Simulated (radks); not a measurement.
Coulomb parameter of the 3d shell of neutral nickel in the model configuration [Ar] 3d6.5 4s2 4p1.5, as a second difference U = [E(n + 0.5) + E(n - 0.5) - 2 E(n)] / (0.5)^2 with all orbitals relaxed. "Bare": the charge of the atom changes with n. "Screened": the 4p shell takes up the change at fixed total charge, which measures U(3d,3d) + U(4p,4p) - 2 U(3d,4p). Method: scalar-relativistic Kohn-Sham, LDA (Slater exchange, Perdew-Wang correlation), spin-unpolarised, spherical densities, finite nucleus; Fermi nuclear charge, rms radius 3.7757 fm; computed with a radial shooting solver on a logarithmic mesh with Libxc functionals.

| case | configuration | E - E(n) (eV) |
|---|---|---|
| start | [Ar] 3d6.5 4s2 4p1.5 | 0.000 |
| bare +0.5 | [Ar] 3d7 4s2 4p1.5 | -8.407 |
| bare -0.5 | [Ar] 3d6 4s2 4p1.5 | 12.139 |
| screened +0.5 | [Ar] 3d7 4s2 4p1 | -7.664 |
| screened -0.5 | [Ar] 3d6 4s2 4p2 | 9.353 |

U(bare) = 14.928 eV, U(screened by 4p) = 6.758 eV, against the Slater integral F0(3d,3d) = 28.092 eV with frozen orbitals. The step up makes a negative ion, whose loosely bound charge lowers the bare value.
